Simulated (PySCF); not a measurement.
PySCF 2.14 output of a UHF calculation on a single atom or ion in aug-cc-pVDZ-DK, with scalar relativity by spin-free X2C-1e:

```
SCF conv_tol = 1e-09
number electrons alpha = 2  beta = 1
cycle= 1 E= -7.22197449920929  delta_E= -1.08e-07  |g|= 5.72e-05  |ddm|= 0.000609
cycle= 2 E= -7.22197450038642  delta_E= -1.18e-09  |g|= 6.1e-06  |ddm|= 5.8e-05
cycle= 3 E= -7.22197450040009  delta_E= -1.37e-11  |g|= 4.16e-08  |ddm|= 6.53e-06
converged SCF energy = -7.22197450040009  <S^2> = 0.75000001  2S+1 = 2
```

The run itself started from symmetry-adapted Hartree-Fock orbitals and held the occupation by maximum overlap, so the iterations belong to that start.

Question: Which element, charge and spin multiplicity is this?

Answer: Li (lithium, neutral), multiplicity 2; the state was [He] 3d1, 2D determinant (an excited configuration).

The outer electron is Rydberg-like, and this basis confines it to a smaller radius and binds it less than a complete one would. At UHF the highest occupied level has a positive energy, so only the finite basis holds that electron; for this excited configuration the basis is too tight for the outer shell.
